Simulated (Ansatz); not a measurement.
Total energies of SnO₃H₂ (the lowest singlet isomer of a short search) from Ansatz at PBE-D4/def2-TZVP, gas phase (1 Eh = 27.2114 eV = 2625.5 kJ/mol). The reference geometry is relaxed at PBE-D4/def2-SVP.

```xyz
6

Sn    0.9630   -0.9912    0.0682
O     0.3237    1.3716    0.0227
O    -0.0276    0.4787   -1.1194
O    -0.7507   -1.6718    0.8982
H    -1.4943   -1.1504    0.5284
H     0.9859    1.9631   -0.3981
```

```csv
state,geometry,energy (Eh)
charge 0 singlet,reference,-441.01809
charge 1 doublet,reference,-440.67822
charge 1 doublet,relaxed at PBE-D4/def2-SVP,-440.71153
free Sn atom (triplet),–,-214.24935
free O atom (triplet),–,-75.00967
free H atom (doublet),–,-0.49962
```

In the def2 sets Sn takes a core potential; there is no spin–orbit coupling. The structure holds one bond between oxygen atoms, so isomers without such links may lie far lower.

(1) Work out the vertical ionisation energy to the doublet.

(2) How much does the charge 1 doublet relax, and what is the adiabatic ionisation energy?

(3) What is the binding energy per atom against free atoms?

(1) E(charge 1 doublet) − E(charge 0 singlet) = -440.67822 − (-441.01809) = 0.33987 Eh = 9.25 eV. For comparison, −ε of the highest occupied level is 5.92 eV at this level, 3.33 eV less.

(2) Relaxation: -440.67822 − (-440.71153) = 0.03331 Eh = 0.91 eV. Adiabatic ionisation energy: 0.30656 Eh = 8.34 eV, without zero-point energy. 

(3) Atoms: 1 × (-214.24935) + 3 × (-75.00967) + 2 × (-0.49962) = -440.27760 Eh. Binding: -440.27760 − (-441.01809) = 0.74049 Eh = 20.15 eV, or 3.36 eV for each of 6 atoms (no zero-point energy, no counterpoise term).

The structure comes from a short search, and lower isomers may exist.
